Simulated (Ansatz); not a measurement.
Species: CH₄OSi₂, SMILES `O=C[SiH]=[SiH2]` (O–C–Si–Si torsion 21°) (charge 0, multiplicity 1), formula CH₄OSi₂.

How many basis functions does frozen-core CCSD(T)/cc-pVTZ // B3LYP-D3(BJ)/def2-TZVP in Ansatz (an electronic-structure program) use, how many core orbitals are frozen, and how many electrons are correlated?

184 basis functions and 12 frozen orbitals, which leaves 22 correlated electrons. Core time is of the order of minutes.
